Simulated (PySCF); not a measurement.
# Ionisation energy of Ne⁷⁺ by level of theory

Ne⁷⁺ [He] 2s1 (2S) → Ne⁸⁺ 1s2 (1S), as a difference of total energies. Calculation: PySCF 2.14, in an uncontracted even-tempered set (20 s from 0.56 bohr⁻², ratio 2.2; 9 p from 0.95 bohr⁻², ratio 2.4; 6 d from 2.8 bohr⁻², ratio 2.4; 5 f from 4.3 bohr⁻², ratio 2.4; 5 g from 6.4 bohr⁻², ratio 2.4); scalar relativity by spin-free X2C-1e. Correlated levels: nothing frozen; virtual orbitals above 40 to 60 times the deepest correlated orbital energy dropped. The calculations carry no spin-orbit coupling.

```
                 method  ionisation energy (eV)  difference from reference (eV)
                    UHF                  238.98                           -0.12
                    LDA                  238.58                           -0.52
                    PBE                  239.89                           +0.79
                   PBE0                  239.73                           +0.63
                 r2SCAN                  238.80                           -0.30
                   MN15                  239.37                           +0.27
                  M06-L                  237.76                           -1.34
    MP2 (all electrons)                  239.12                           +0.02
SCS-MP2 (all electrons)                  239.11                           +0.01
```

Reference: 239.10 eV (semi-empirical (NIST evaluation); NIST Atomic Spectra Database, ionization energies).
